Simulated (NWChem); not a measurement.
# BH2S2Cl; SMILES SB(S)Cl

```xyz
6

B      0.0000     0.0000     0.0112
Cl     0.0000     0.0000    -1.7607
S      1.6287     0.0000     0.8026
H      1.2020     0.0000     2.0962
S     -1.6287     0.0000     0.8026
H     -1.2020     0.0000     2.0962
```
Atoms are numbered in this order, from 1.

Program: NWChem. Pople sets run with spherical d functions. Geometry: optimised at PBE-D3(BJ)/def2-SVP. Total energies compare along this basis series because the functional is fixed.

```json
[
 {"level": "PBE0/STO-3G", "basis functions": "34", "energy (Ha)": "-1268.1809", "highest occupied level (eV)": "-4.75", "orbital gap (eV)": "7.20", "dipole (D)": "3.57"},
 {"level": "PBE0/3-21G", "basis functions": "52", "energy (Ha)": "-1275.9337", "highest occupied level (eV)": "-8.15", "orbital gap (eV)": "6.93", "dipole (D)": "3.12"},
 {"level": "PBE0/6-31G*", "basis functions": "72", "energy (Ha)": "-1282.2063", "highest occupied level (eV)": "-7.85", "orbital gap (eV)": "6.84", "dipole (D)": "2.57"},
 {"level": "PBE0/6-31+G*", "basis functions": "88", "energy (Ha)": "-1282.2099", "highest occupied level (eV)": "-7.92", "orbital gap (eV)": "6.79", "dipole (D)": "2.63"},
 {"level": "PBE0/6-311G**", "basis functions": "108", "energy (Ha)": "-1282.3036", "highest occupied level (eV)": "-7.95", "orbital gap (eV)": "6.78", "dipole (D)": "2.65"},
 {"level": "PBE0/6-311++G**", "basis functions": "126", "energy (Ha)": "-1282.3070", "highest occupied level (eV)": "-7.91", "orbital gap (eV)": "6.79", "dipole (D)": "2.57"},
 {"level": "PBE0/def2-TZVPD", "basis functions": "193", "energy (Ha)": "-1282.3227", "highest occupied level (eV)": "-7.87", "orbital gap (eV)": "6.65", "dipole (D)": "2.19"}
]
```
